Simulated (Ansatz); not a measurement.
Calculated with Ansatz (gas phase, PBE0-D4/def2-TZVP geometries, no zero-point term in ΔE). CBS: MP2 limit from def2 TZ/QZ plus the TZ coupled-cluster correction, frozen cores. Functionals use def2-TZVPP. B3LYP here is the variant with VWN-RPA as its local correlation; programs differ in this. Each species was taken in one conformer, which may not be the lowest.

Reaction (substitution at a C–C bond): `C=C(C)CCC` + `[OH][Al]1[CH2][NH]1` → `C[O][Al]1[CH2][NH]1` + `C=CCCC`

`C=C(C)CCC`:

```xyz
18

C     2.174   -0.747    0.717
C     1.169    0.107    0.544
C     0.903    1.217    1.512
C     0.246    0.004   -0.634
C    -1.200   -0.325   -0.267
C    -2.086   -0.466   -1.492
H     2.841   -0.674    1.569
H     2.363   -1.546    0.009
H     1.657    1.251    2.299
H     0.895    2.185    0.999
H    -0.077    1.106    1.986
H     0.622   -0.759   -1.322
H     0.257    0.955   -1.184
H    -1.603    0.454    0.387
H    -1.215   -1.253    0.314
H    -3.116   -0.704   -1.216
H    -1.726   -1.262   -2.149
H    -2.103    0.459   -2.075
```

`[OH][Al]1[CH2][NH]1`:

```xyz
8

O     1.589   -0.893   -1.645
Al    0.542   -0.246   -0.499
C    -0.140    0.817    0.920
N    -1.014   -0.218    0.222
H     1.375   -1.580   -2.272
H     0.071    0.613    1.973
H    -0.456    1.855    0.790
H    -1.967   -0.349    0.510
```

`C[O][Al]1[CH2][NH]1`:

```xyz
11

C    -1.496   -0.880    1.796
O    -0.407   -0.942    0.922
Al    0.393   -0.099   -0.267
C     1.660    0.358   -1.607
N     0.520    1.305   -1.246
H    -1.145   -0.889    2.832
H    -2.099    0.022    1.646
H    -2.141   -1.752    1.647
H     1.624   -0.041   -2.624
H     2.661    0.731   -1.380
H     0.429    2.187   -1.718
```

`C=CCCC`:

Cartesian coordinates in Å:
```
C 1.564 -1.694 1.302
C 0.951 -0.522 1.219
C 0.555 0.153 -0.050
C -0.951 0.381 -0.156
C -1.344 1.112 -1.428
H 1.818 -2.137 2.258
H 1.838 -2.253 0.412
H 0.691 0.002 2.138
H 1.059 1.126 -0.116
H 0.901 -0.437 -0.906
H -1.291 0.949 0.717
H -1.461 -0.586 -0.107
H -2.424 1.262 -1.486
H -1.038 0.549 -2.315
H -0.867 2.095 -1.482
```

CCSD(T)/CBS gives +75.3 kJ/mol.

Q: Another level gave +65.6 kJ/mol. Which?
A. B3LYP-D4/def2-TZVPP
B. SCS-MP2/def2-TZVPP
C. B3LYP/def2-TZVPP
D. MP2/def2-TZVPP

A: A. B3LYP-D4 65.6, SCS-MP2/def2-TZVPP 72.3, B3LYP 59.6, MP2/def2-TZVPP 81.1 kJ/mol.

Largest T1 diagnostic among the species: 0.013.

The D4 term adds +5.9 kJ/mol with B3LYP and +3.3 kJ/mol with PBE0; it sums over pairs of atoms, weighted by their polarisabilities, and B3LYP, whose exchange is more repulsive, gets the larger term. In def2-TZVPP, CCSD(T) changes the Hartree–Fock value by +21.2 kJ/mol (the triples alone add +2.7 kJ/mol) and MP2 by +29.2 kJ/mol.
